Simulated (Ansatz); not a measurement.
Compare A (`FCC(=S)[SiH2]S`) with its isomer B (`F/C=C(\[SiH3])SS`).

Program: Ansatz. Geometries: PBE0-D4/def2-TZVP. ΔE: electronic, gas phase. CBS: MP2 limit from def2 TZ/QZ plus the TZ coupled-cluster correction, frozen cores. DFT in def2-TZVPP. B3LYP here is the variant with VWN-RPA as its local correlation; programs differ in this. Each species was taken in one conformer, which may not be the lowest.

Q: Which is lower in electronic energy at CCSD(T)/CBS, and by how much? (An estimate is asked.)

A: Computed: A, by 19.3 kcal/mol.

Q: Give E(B) − E(A) in kcal/mol with ωB97M-V, PBE-D4, r2SCAN-D4, CCSD(T)/def2-TZVPP, PBE0-D4, MP2/def2-TZVPP, B3LYP-D4. (An estimate is asked.)

A: Computed: ωB97M-V 17.6, PBE-D4 16.6, r2SCAN-D4 17.9, CCSD(T)/def2-TZVPP 19.8, PBE0-D4 17.3, MP2/def2-TZVPP 20.5, B3LYP-D4 16.3. None reverses the order clearly.

Largest T1 diagnostic: 0.015.

From PBE to PBE0 (25 % exact exchange), in def2-TZVPP and without D4, E(B) − E(A) moves by +0.7 kcal/mol. In def2-TZVPP, CCSD(T) changes the Hartree–Fock value by +3.6 kcal/mol (the triples alone add +0.5 kcal/mol) and MP2 by +4.3 kcal/mol.
